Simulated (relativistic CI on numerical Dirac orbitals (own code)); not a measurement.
**Hyperfine structure of K⁴⁺, mass number 40**

Calculated at this level of theory: Dirac-Coulomb-Breit CI, separate exchange-only KLI orbitals for each configuration, a model potential for QED, valence Slater integrals scaled by 0.85, P86 correlation energy added to each configuration (own radial code, finite nucleus).

Configuration list (outside the closed core [Ne]): 3s2 3p3, 3s 3p4, 3s2 3p2 3d, 3p5, 3s 3p3 3d, 3s2 3p2 4s, 3s2 3p2 4p, 3p4 3d, 3s2 3p2 4d, 3s 3p2 3d2, 3s2 3p2 4f, 3s2 3p2 5s, 3s2 3p2 5p, 3s 3p3 4s, 3s2 3p 3d2, 3s2 3d3, 3s 3p 3d3, 3s2 3d2 4s, 3s2 3d2 4p, 3s2 3d2 4d, 3p3 3d2, 3p2 3d3, 3p2 3d2 4s, 3p2 3d2 4p, 3p2 3d2 4d. Double excitations out of closed p, d and f shells are left out; levels of such configurations are missing from the list, as are those of other unlisted configurations, and high levels can miss mixing partners. These lack a partner that the ground configuration has and come out too high: 3s2 3p2 4f, 3s2 3p2 5s, 3s2 3p2 5p, 3s 3p3 4s.

Nuclear spin I = 4, μ = -1.29797 μN, Q = -0.075 b (tables of Stone and Pyykkö). The electronic factors are computed for point nuclear moments, without core polarisation; leaving it out makes A of s and p electrons in near-neutral atoms 20 to 40 % too small, and it can dominate for d and f shells.

```csv
Level,E (eV),A (MHz),B (MHz)
3s2 3p3 2D°_3/2,2.9120,-331.6,-43.6
3s2 3p3 2D°_5/2,2.9435,-570.1,2.16
3s2 3p3 2P°_1/2,4.6993,-1524,
3s2 3p3 2P°_3/2,4.7416,-332.3,43.9
3s 3p4 4P_5/2,17.4756,-1366,-116
3s 3p4 4P_3/2,17.6481,-1333,91.9
3s 3p4 4P_1/2,17.7421,-2899,
3s 3p4 2D_3/2,21.4531,376.3,169
```

Levels with J = 0, under 50 % of one LS term, or S terms without an open s electron are left out. Small factors come from cancelling terms and can be off by tens of per cent or more.

At this charge configurations can still be misplaced by up to about 7 % of their energy. 28 of the 38 excited levels that our extract of the measured tables holds in this range could be paired (the sources list more); they are missed by 7909 cm⁻¹ on average and 16515 at most, and levels without a partner can miss by more.

(1) Give the hyperfine levels of 3s2 3p3 2D°_5/2 relative to its centre of gravity.

Results:

(1) With K = F(F + 1) − I(I + 1) − J(J + 1), E = AK/2 + B[¾K(K + 1) − I(I + 1)J(J + 1)]/[2I(2I − 1)J(2J − 1)]: F = 3/2: 7127, F = 5/2: 5701, F = 7/2: 3705, F = 9/2: 1139, F = 11/2: -1996, F = 13/2: -5700 MHz.

LS names give the leading component of a level, which can be under half, so a name can repeat, a term be missing and a line seem to break the LS rules.
